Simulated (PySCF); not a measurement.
**Two-component Hartree-Fock for Xe³⁵⁺ (xenon, charge +35)**

Start: [Ar] 3d1; 3d5/2 filled at m_j = +5/2. Calculated with PySCF 2.14 in an even-tempered Gaussian basis (16 s from 6.6 bohr⁻², ratio 2.8; 12 p from 8.6 bohr⁻², ratio 2.8; 8 d from 8.6 bohr⁻², ratio 2.8; 3 f from 26 bohr⁻², ratio 3): generalised Hartree-Fock with the X2C-1e Hamiltonian and a Gaussian nucleus; one run each with spin-orbit coupling (SO) screened by Boettger's factors, then bare. This is a chosen level, not necessarily the ground level.

```tsv
spinor shell	electrons	ε, screened SO (eV)	ε, bare SO (eV)	weight of nominal j (bare SO)	rms radius, bare SO (bohr)
1s1/2	2	-36578.3	-36578.2	1.000	0.0305
2s1/2	2	-7306.2	-7306.2	1.000	0.123
2p1/2	2	-6973.2	-6982.9	1.000	0.105
2p3/2	4	-6642.9	-6639.2	1.000	0.111
3s1/2	2	-2682.7	-2682.7	1.000	0.304
3p1/2	2	-2546.3	-2548.6	0.998	0.293
3p3/2	4	-2471.0	-2470.1	0.999	0.303
3d5/2	1	-2285.6	-2284.0	1.000	0.265
```

```tsv
quantity	screened SO	bare SO
E (hartree)	-6506.07139	-6506.21157
M_J	5/2	5/2
⟨J²⟩	8.751	8.751
⟨L²⟩	6.015	6.016
⟨S²⟩	0.764	0.765
```

Each row is a mean over spinors that exchange with the open shell spreads, by up to 19.408 eV (3p3/2).

Breit and QED terms are absent; they matter most for the inner s and p1/2 levels.

Densities and radii are taken from the X2C orbitals without a picture-change correction, which distorts them close to the nucleus.
